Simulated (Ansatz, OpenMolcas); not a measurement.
## How methods differ on CH5FGeO (SMILES [CH3][GeH]([OH])[F])

CH5FGeO has 9 atoms, charge 0, and is taken as a singlet. SMILES: `[CH3][GeH]([OH])[F]`. The coordinates come from a PBE0-D4/def2-TZVP relaxation. This is one conformer, not always the lowest.

Each level gives the vertical ionisation energy (to the doublet cation) (eV). The values are calculated.

```
          level                   kind     program  value (eV)  CPU time (all runs)
    PBE/cc-pVDZ                    GGA  OpenMolcas       10.42              3.3 min
  B3LYP/cc-pVDZ          global hybrid      Ansatz       10.93                 22 s
  BHLYP/cc-pVDZ          global hybrid  OpenMolcas       11.35              3.1 min
 M06-2X/cc-pVDZ        hybrid meta-GGA  OpenMolcas       11.43              4.6 min
r2SCAN0/cc-pVDZ        hybrid meta-GGA      Ansatz       11.18                 41 s
RPA@PBE/cc-pVDZ                    RPA      Ansatz       10.72                 27 s
BCCD(T)/cc-pVDZ  coupled cluster or CI      Ansatz       11.29              4.7 min
   CCSD/cc-pVDZ  coupled cluster or CI      Ansatz       11.37              2.5 min
```

All-electron rows without a relativistic Hamiltonian named are non-relativistic. The values span 10.42 to 11.43 eV. In the correlated wave-function rows the outer d shell of Ge is correlated, in sets not made for it. The second state's dipole differs much between rows, so they may not all be the same state. CPU times are rough (shared hosts, several kinds of processor and program).
